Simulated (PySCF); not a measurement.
Se(H)(Et) (C₂H₆Se), SMILES [SeH]CC.

The structure is a stationary point at TPSSh-D3(BJ)/def2-SVP. One conformer was computed; it need not be the lowest.

All values below come from TPSSh-D3(BJ)/def2-SVP in PySCF.

Frequencies are harmonic and unscaled.

Problem. List the normal modes with their intensities. (An estimate is asked for; the answer gives what the named calculation found.)

Solution. 
```json
[
 {"mode": "1", "ν (cm⁻¹)": "184", "IR (km/mol)": "6.9", "Raman (Å⁴/amu)": "7.6", "depolarisation": "0.73", "moving atoms (share of kinetic energy)": "H 96 %"},
 {"mode": "2", "ν (cm⁻¹)": "253", "IR (km/mol)": "0.3", "Raman (Å⁴/amu)": "0.5", "depolarisation": "0.57", "moving atoms (share of kinetic energy)": "H 89 %, C 10 %"},
 {"mode": "3", "ν (cm⁻¹)": "279", "IR (km/mol)": "0.6", "Raman (Å⁴/amu)": "1.9", "depolarisation": "0.40", "moving atoms (share of kinetic energy)": "C 54 %, H 31 %, Se 16 %"},
 {"mode": "4", "ν (cm⁻¹)": "550", "IR (km/mol)": "0.9", "Raman (Å⁴/amu)": "15.7", "depolarisation": "0.28", "moving atoms (share of kinetic energy)": "C 61 %, H 24 %, Se 15 %"},
 {"mode": "5", "ν (cm⁻¹)": "686", "IR (km/mol)": "1.1", "Raman (Å⁴/amu)": "5.9", "depolarisation": "0.49", "moving atoms (share of kinetic energy)": "H 90 %, C 10 %"},
 {"mode": "6", "ν (cm⁻¹)": "811", "IR (km/mol)": "9.0", "Raman (Å⁴/amu)": "5.2", "depolarisation": "0.70", "moving atoms (share of kinetic energy)": "H 91 %"},
 {"mode": "7", "ν (cm⁻¹)": "977", "IR (km/mol)": "6.1", "Raman (Å⁴/amu)": "5.2", "depolarisation": "0.75", "moving atoms (share of kinetic energy)": "H 63 %, C 37 %"},
 {"mode": "8", "ν (cm⁻¹)": "1039", "IR (km/mol)": "5.2", "Raman (Å⁴/amu)": "8.4", "depolarisation": "0.70", "moving atoms (share of kinetic energy)": "H 71 %, C 29 %"},
 {"mode": "9", "ν (cm⁻¹)": "1079", "IR (km/mol)": "4.2", "Raman (Å⁴/amu)": "5.3", "depolarisation": "0.61", "moving atoms (share of kinetic energy)": "C 52 %, H 48 %"},
 {"mode": "10", "ν (cm⁻¹)": "1260", "IR (km/mol)": "20.0", "Raman (Å⁴/amu)": "4.1", "depolarisation": "0.67", "moving atoms (share of kinetic energy)": "H 77 %, C 22 %"},
 {"mode": "11", "ν (cm⁻¹)": "1265", "IR (km/mol)": "16.0", "Raman (Å⁴/amu)": "5.0", "depolarisation": "0.61", "moving atoms (share of kinetic energy)": "H 79 %, C 21 %"},
 {"mode": "12", "ν (cm⁻¹)": "1404", "IR (km/mol)": "1.6", "Raman (Å⁴/amu)": "5.6", "depolarisation": "0.69", "moving atoms (share of kinetic energy)": "H 80 %, C 20 %"},
 {"mode": "13", "ν (cm⁻¹)": "1466", "IR (km/mol)": "0.9", "Raman (Å⁴/amu)": "14.0", "depolarisation": "0.75", "moving atoms (share of kinetic energy)": "H 91 %, C 9 %"},
 {"mode": "14", "ν (cm⁻¹)": "1481", "IR (km/mol)": "8.7", "Raman (Å⁴/amu)": "16.8", "depolarisation": "0.75", "moving atoms (share of kinetic energy)": "H 97 %"},
 {"mode": "15", "ν (cm⁻¹)": "1490", "IR (km/mol)": "1.8", "Raman (Å⁴/amu)": "12.2", "depolarisation": "0.74", "moving atoms (share of kinetic energy)": "H 96 %"},
 {"mode": "16", "ν (cm⁻¹)": "2422", "IR (km/mol)": "28.9", "Raman (Å⁴/amu)": "136.3", "depolarisation": "0.31", "moving atoms (share of kinetic energy)": "H 99 %"},
 {"mode": "17", "ν (cm⁻¹)": "3026", "IR (km/mol)": "29.5", "Raman (Å⁴/amu)": "174.9", "depolarisation": "0.07", "moving atoms (share of kinetic energy)": "H 97 %"},
 {"mode": "18", "ν (cm⁻¹)": "3070", "IR (km/mol)": "11.5", "Raman (Å⁴/amu)": "126.0", "depolarisation": "0.11", "moving atoms (share of kinetic energy)": "H 95 %"},
 {"mode": "19", "ν (cm⁻¹)": "3107", "IR (km/mol)": "24.6", "Raman (Å⁴/amu)": "107.3", "depolarisation": "0.66", "moving atoms (share of kinetic energy)": "H 91 %, C 9 %"},
 {"mode": "20", "ν (cm⁻¹)": "3120", "IR (km/mol)": "1.2", "Raman (Å⁴/amu)": "122.8", "depolarisation": "0.75", "moving atoms (share of kinetic energy)": "H 90 %, C 10 %"},
 {"mode": "21", "ν (cm⁻¹)": "3140", "IR (km/mol)": "21.1", "Raman (Å⁴/amu)": "10.9", "depolarisation": "0.72", "moving atoms (share of kinetic energy)": "H 90 %, C 10 %"}
]
```
